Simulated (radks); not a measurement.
Q: Coherent X-ray form factor from a spherical all-electron density. Calculated with a radial shooting solver on a logarithmic mesh with Libxc functionals: Dirac Kohn-Sham, LDA (Slater exchange, Perdew-Wang correlation), spin-unpolarised, spherical densities, finite nucleus; Fermi nuclear charge, rms radius of each element as measured or else 0.836 A^(1/3) + 0.57 fm.

sin(theta)/lambda (1/angstrom),f0 (electrons)
0.05,11.875
0.1,11.521
0.15,10.996
0.2,10.375
0.25,9.727
0.3,9.099
0.4,7.987
0.5,7.052
0.6,6.218
0.8,4.727
1,3.529
1.25,2.515
1.5,1.929
2,1.411

The species is in the configuration that NIST lists as its ground one. Which atom or ion scatters so?

A: The sulfur ion S4+, [Ne] 3s2. Extrapolating in s^2 from the first two rows gives f0(0) = 12.0, near the electron count 12; among species with that count, the fall with angle is slower the higher Z, and the table is that of Z = 16; from so few rows the species is fixed only to a neighbour or two.
